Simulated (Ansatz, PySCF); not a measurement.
The pair A = NH3 (SMILES N) (first 4 atoms), B = C2H6O (SMILES CCO); geometry from B3LYP-D3(BJ)/def2-TZVP.
(charge 0, multiplicity 1):
```xyz
13

N      0.02759    -0.06640     0.46095
H     -0.92042    -0.34525     0.23492
H      0.27489     0.70252    -0.15197
H      0.63870    -0.84438     0.23991
C     -0.11834    -1.25100     4.22419
C     -0.50047     0.21309     4.04761
O      0.38358     0.91317     3.19423
H     -0.79046    -1.74907     4.92835
H      0.90261    -1.33349     4.60104
H     -0.17213    -1.78415     3.27168
H     -1.53610     0.28397     3.68449
H     -0.46694     0.72402     5.01276
H      0.27716     0.56315     2.28832
```

Correlated levels freeze the cores. Rows in 6-31G* carry no dispersion term and start afresh at each structure (6-31G* with six Cartesian d functions). MP2/6-31G* freezes PySCF's default core.

Run with Ansatz (an electronic-structure program) with Gaussian orbitals; PySCF for 6-31G* rows. 

Total energies (hartree), monomers frozen at their geometry in the pair:

| structure | MP2/6-31G* | MP2/aug-cc-pVDZ | CCSD(T)/aug-cc-pVDZ |
|---|---|---|---|
| AB | -210.8856773 | -211.0294295 | -211.1019041 |
| A in the pair's basis | -56.3566865 | -56.4063515 | -56.4268615 |
| B in the pair's basis | -154.5179208 | -154.6133387 | -154.6655489 |
| A | -56.3541000 | -56.4047461 | -56.4252289 |
| B | -154.5168161 | -154.6126366 | -154.6648057 |

Work out the interaction energy without and with the counterpoise correction, and the superposition error, for each level.


E(AB) − E(A) − E(B), times 627.509 kcal/mol, with the monomers in their own basis and then in the pair's basis:
- MP2/6-31G*: -9.26 uncorrected, -6.95 corrected; the monomers gain 2.32 kcal/mol from borrowed functions
- MP2/aug-cc-pVDZ: -7.56 uncorrected, -6.11 corrected; the monomers gain 1.45 kcal/mol from borrowed functions
- CCSD(T)/aug-cc-pVDZ: -7.45 uncorrected, -5.96 corrected; the monomers gain 1.49 kcal/mol from borrowed functions
